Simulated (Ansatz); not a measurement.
[MCl6] with several metals: PBE-D4/def2-SVP single points in Ansatz on relaxed structures, gas phase. Core potentials for Ce, Dy, Er, Eu, Gd, Ho, Nd, Pr, Sm, Tb, Tm, Yb, no spin–orbit coupling. HOMO and LUMO are taken over both spins. With an open 4f shell the SCF may have ended above the lowest state. Levels of anions in sets without diffuse functions are rough. The structures are stationary points that may keep the symmetry of their start. Remarks come from the PBE and PBE0 runs and from stability tests at other levels; not every state was tested. A HOMO above zero means that the electron is unbound at that level and held by the basis, or that self-interaction error raises the level; the energy of removing that electron tells which. HOMO above LUMO (over both spins in singlets and doublets, within one spin in higher multiplets; at PBE or PBE0), or a gap under 0.15 eV within one spin, warns that the state may not be the lowest or that an electron is smeared out.

```
            species  atoms    state            geometry  HOMO (eV)  LUMO (eV)  gap (eV)  point group (within 0.1 Å)                                                                                remarks
[CeCl6]3- (CeCl6³⁻)      7  doublet     PBE-D4/def2-SVP       8.20       8.90      0.70                          Oh                                                         HOMO above zero at PBE or PBE0
[PrCl6]3- (PrCl6³⁻)      7  triplet    PBE0-D4/def2-SVP       7.23       7.81      0.57                          Oh                                                         HOMO above zero at PBE or PBE0
[NdCl6]3- (NdCl6³⁻)      7  quartet     PBE-D4/def2-SVP       6.20       7.51      1.30                          Oh                                                         HOMO above zero at PBE or PBE0
[SmCl6]3- (SmCl6³⁻)      7   sextet     PBE-D4/def2-SVP       5.53       6.18      0.66                          Oh                    HOMO above zero at PBE or PBE0, spin-contaminated (⟨S²⟩ up to 8.88)
[EuCl6]3- (EuCl6³⁻)      7   septet  r2SCAN-D4/def2-SVP       5.50       5.71      0.21                           –                   HOMO above zero at PBE or PBE0, spin-contaminated (⟨S²⟩ up to 12.25)
[GdCl6]3- (GdCl6³⁻)      7    octet     PBE-D4/def2-SVP       5.54       8.36      2.81                          Oh                                                         HOMO above zero at PBE or PBE0
[TbCl6]3- (TbCl6³⁻)      7   septet  r2SCAN-D4/def2-SVP       6.72       7.64      0.93                          Oh                                                         HOMO above zero at PBE or PBE0
[DyCl6]3- (DyCl6³⁻)      7   sextet     PBE-D4/def2-SVP       6.14       7.00      0.86                           –                                                         HOMO above zero at PBE or PBE0
[HoCl6]3- (HoCl6³⁻)      7  quintet  r2SCAN-D4/def2-SVP       5.80       7.31      1.50                          Oh                                                         HOMO above zero at PBE or PBE0
[ErCl6]3- (ErCl6³⁻)      7  quartet     PBE-D4/def2-SVP       5.57       6.48      0.91                           –                                                         HOMO above zero at PBE or PBE0
[TmCl6]3- (TmCl6³⁻)      7  triplet     PBE-D4/def2-SVP       5.64       6.20      0.56                          Oh                                                         HOMO above zero at PBE or PBE0
[YbCl6]3- (YbCl6³⁻)      7  doublet     PBE-D4/def2-SVP       5.60       5.69      0.10                           –  near-degenerate levels, HOMO above zero at PBE or PBE0, gap within one spin near zero
```

The gap (eV) runs from 0.10 ([YbCl6]3-) to 2.81 ([GdCl6]3-).
